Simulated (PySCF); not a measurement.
B(CF3)(Cl)(H) (CHBClF3), SMILES FC(F)(F)BCl.

Coordinates come from a B3LYP-D3(BJ)/def2-SVP optimisation. This is a generated structure with no PubChem entry under its InChIKey; it may be hypothetical.

Method: TDDFT-ωB97X/def2-SVPD run with PySCF.

Vertical excitations. Gas-phase values at a fixed geometry. State labels are in the subgroup Cs.

Computed UV-visible absorptions:
```tsv
state	symmetry	energy (eV)	λ (nm)	f	main pairs
S1	A"	5.33	232	0.000	HOMO→LUMO 98 %
S2	A"	7.35	169	0.004	HOMO−2→LUMO 96 %
S3	A'	7.60	163	0.136	HOMO−1→LUMO 95 %
S4	A"	7.76	160	0.004	HOMO−3→LUMO 89 %
S5	A'	9.06	137	0.012	HOMO−4→LUMO 44 %, HOMO→LUMO+1 37 %, HOMO→LUMO+2 10 %
S6	A'	9.09	136	0.009	HOMO−4→LUMO 53 %, HOMO→LUMO+1 31 %, HOMO→LUMO+2 8 %
S7	A"	9.70	128	0.000	HOMO−6→LUMO 89 %
S8	A'	9.70	128	0.026	HOMO−5→LUMO 95 %
S9	A'	9.89	125	0.023	HOMO→LUMO+2 54 %, HOMO→LUMO+1 20 %, HOMO→LUMO+9 13 %
S10	A"	10.31	120	0.070	HOMO−1→LUMO+1 61 %, HOMO−1→LUMO+2 22 %
T1	A"	4.95	251	0	HOMO→LUMO 95 %
T2	A'	6.26	198	0	HOMO−1→LUMO 98 %
T3	A"	6.72	185	0	HOMO−2→LUMO 88 %
T4	A"	7.23	171	0	HOMO−3→LUMO 76 %
```
Triplets are in the Tamm–Dancoff approximation, which puts them higher than full response would, so one can lie above its singlet here.
